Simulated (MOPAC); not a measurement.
Input for MOPAC: PM7 on CH-, 2S+1 = 3, a spin state set in the input, which need not be the lowest, a point of a bond scan (R = 1.092 Å). Charge -1.

```
PM7 1SCF PRECISE CHARGE=-1 UHF MS=1 THREADS=1
CH

H      0.00000000 1     0.00000000 1     0.00000000 1
C      0.00000000 1     0.00000000 1     1.09189400 1
```

Program output:

```
*******************************************************************************
 **                                                                           **
 **                              MOPAC v23.2.5                                **
 **                                                                           **
 *******************************************************************************
 ** MOPAC's Digital Object Identifier: https://doi.org/10.5281/zenodo.6511958 **
 **                                                                           **
 ** Please cite the open-source release paper for use of this MOPAC version:  **
 ** J. E. Moussa and J. J. P. Stewart (2026)                                  **
 ** MOPAC: An open-source semiempirical molecular orbital program             **
 ** J. Open Source Softw., 11(119), 8025, https://doi.org/10.21105/joss.08025 **
 *******************************************************************************

                              PM7 CALCULATION RESULTS

 *******************************************************************************
 *  PM7        - The PM7 Hamiltonian to be used
 *  UHF        - UNRESTRICTED HARTREE-FOCK CALCULATION
 *
 *
 *
 *                 CHARGE ON SYSTEM = -1
 *
 *
 *
 *  MS=        - IN MECI, MAGNETIC COMPONENT OF SPIN =  1.0
 *  PRECISE    - TIGHTER CRITERIA TO BE USED
 *  1SCF       - DO 1 SCF AND THEN STOP
 *  THREADS=1  - MULTI-THREADING NOT USED
 *  T=         - A TIME OF 172800.0 SECONDS REQUESTED
 *  DUMP=N     - RESTART FILE WRITTEN EVERY 7200.0 SECONDS REQUESTED
 *******************************************************************************
PM7 1SCF PRECISE CHARGE=-1 UHF MS=1 THREADS=1
 CH

   ATOM   CHEMICAL          X               Y               Z
  NUMBER   SYMBOL      (ANGSTROMS)     (ANGSTROMS)     (ANGSTROMS)

     1       H          0.00000000  *   0.00000000  *   0.00000000  *
     2       C          0.00000000  *   0.00000000  *   1.09189400  *



          CARTESIAN COORDINATES

    NO.       ATOM           X           Y           Z

     1         H          0.0000      0.0000      0.0000
     2         C          0.0000      0.0000      1.0919

 General Reference for PM7:
 "Optimization of Parameters for Semiempirical Methods VI: More Modifications to the
 NDDO Approximations and Re-optimization of Parameters", J. J. P. Stewart, J. Mol. Mod., 1:32, 19 (2013)
 https://link.springer.com/article/10.1007/s00894-012-1667-x

           Empirical Formula: C H  =     2 atoms



      MOLECULAR POINT GROUP   :   C*v


          UHF CALCULATION, NO. OF ALPHA ELECTRONS =    4
                           NO. OF BETA  ELECTRONS =    2

 -------------------------------------------------------------------------------
 PM7 1SCF PRECISE CHARGE=-1 UHF MS=1 THREADS=1
 CH



     1SCF WAS SPECIFIED, SO BFGS WAS NOT USED
     SCF FIELD WAS ACHIEVED


                              PM7 CALCULATION
                                                       MOPAC v23.2.5 Linux




          FINAL HEAT OF FORMATION =        145.51607 KCAL/MOL =     608.83924 KJ/MOL


          COSMO AREA              =         51.35 SQUARE ANGSTROMS
          COSMO VOLUME            =         34.50 CUBIC ANGSTROMS

          IONIZATION POTENTIAL    =         -0.145744 EV
          ALPHA SOMO LUMO (EV)    =          0.146 15.044
          BETA  SOMO LUMO (EV)    =         -0.537 11.168
          NO. OF ALPHA ELECTRONS  =          4
          NO. OF BETA  ELECTRONS  =          2
          MOLECULAR WEIGHT        =         13.0189         POINT GROUP:  C*v

          MOLECULAR DIMENSIONS (Angstroms)

            Atom       Atom       Distance
            C     2    H     1     1.09189
            C     2    H     1     0.00000
            H     1    C     2     0.00000


          SCF CALCULATIONS        =          1





   ATOM   CHEMICAL          X               Y               Z
  NUMBER   SYMBOL      (ANGSTROMS)     (ANGSTROMS)     (ANGSTROMS)

     1       H          0.00000000  *   0.00000000  *   0.00000000  *
     2       C          0.00000000  *   0.00000000  *   1.09189400  *

                             CARTESIAN COORDINATES

   1    H        0.000000000     0.000000000     0.000000000
   2    C        0.000000000     0.000000000     1.091894000


           Empirical Formula: C H  =     2 atoms



      MOLECULAR POINT GROUP   :   C*v


          ALPHA EIGENVALUES
  -9.90671  -1.59003   0.14574   0.14574  15.04393


           BETA EIGENVALUES
  -9.03332  -0.53652  11.16826  11.16826  15.64155


              NET ATOMIC CHARGES AND DIPOLE CONTRIBUTIONS

  ATOM NO.   TYPE          CHARGE      No. of ELECS.   s-Pop       p-Pop
    1          H          -0.089402        1.0894     1.08940
    2          C          -0.910598        4.9106     1.70934     3.20126
 DIPOLE           X         Y         Z       TOTAL
 POINT-CHG.     0.000     0.000     0.063     0.063
 HYBRID        -0.000    -0.000    -1.917     1.917
 SUM           -0.000    -0.000    -1.854     1.854


          ATOMIC ORBITAL ELECTRON POPULATIONS

     Atom    s        px        py        pz
    1  H   1.08940
    2  C   1.70934   1.00000   1.00000   1.20126


                    (SZ)    =    1.000000
                    (S**2)  =    2.003785


          ATOMIC ORBITAL SPIN POPULATIONS

    Atom   Total    s     px     py     pz
         Atomic
    1  H -0.0613 -0.061
    2  C  2.0613  0.016  1.000  1.000  0.045

 **********************
 *                    *
 * JOB ENDED NORMALLY *
 *                    *
 **********************




 == MOPAC DONE ==
```

The run finished.

Cost: roughly 0.010 core-seconds.
